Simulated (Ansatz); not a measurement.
Relaxation of CH7AlO3 (12 atoms, charge 0, multiplicity 1), to a largest force component of 0.03 eV/Å in at most 50 steps.

Computed with Ansatz 0.2.0, RKS BLYP-D4/def2-SVP.

```xyz
12
Properties=species:S:1:pos:R:3:forces:R:3
Al -0.821 0.824 0.187 0.61 -1.57 0.08
O -0.177 -0.867 0.281 -0.70 1.55 -0.15
C 0.467 -1.640 -0.714 -0.01 0.04 -0.04
O -1.730 1.412 1.507 0.00 -0.02 0.03
O -0.656 1.871 -1.156 0.03 -0.08 -0.04
H 1.395 0.488 1.212 -1.07 -2.17 -0.66
H 1.708 1.091 1.405 1.15 2.25 0.71
H 0.646 -1.082 -1.666 0.00 -0.03 0.00
H 1.458 -1.997 -0.353 0.01 0.00 0.00
H -0.137 -2.541 -0.971 0.00 0.00 0.00
H -1.880 0.837 2.276 -0.03 0.02 0.05
H -0.274 1.604 -2.008 0.01 0.03 0.01
```

Q: Where does it end, and by what steps?

A: The run converged. The force dipped under the threshold on the way, but the program's further checks kept it going. After 10 steps the energy has fallen by 0.183 eV; H7 moved furthest, 0.38 Å.

| step | energy less start (eV) | largest force component (eV/Å) | accepted |
| --- | --- | --- | --- |
| 0 | 0.0000 | 2.247 | yes |
| 1 | -0.1442 | 1.029 | yes |
| 2 | -0.1713 | 0.283 | yes |
| 3 | -0.1750 | 0.119 | yes |
| 4 | -0.1781 | 0.098 | yes |
| 5 | -0.1802 | 0.074 | yes |
| 6 | -0.1800 | 0.238 | no |
| 7 | -0.1818 | 0.016 | yes |
| 8 | -0.1826 | 0.068 | yes |
| 9 | -0.1828 | 0.033 | yes |
| 10 | -0.1830 | 0.026 | yes |

```xyz
12
Properties=species:S:1:pos:R:3
Al -0.747 0.765 0.215
O -0.238 -0.875 0.172
C 0.405 -1.715 -0.763
O -1.652 1.336 1.548
O -0.536 1.884 -1.066
H 1.477 0.666 1.241
H 1.530 1.423 1.366
H 0.602 -1.216 -1.742
H 1.386 -2.069 -0.370
H -0.212 -2.618 -0.971
H -1.892 0.753 2.287
H -0.125 1.664 -1.917
```

Run time: 20 s on 2 threads of Arm Neoverse V2, with other jobs on the host, peak memory 0.14 GiB.
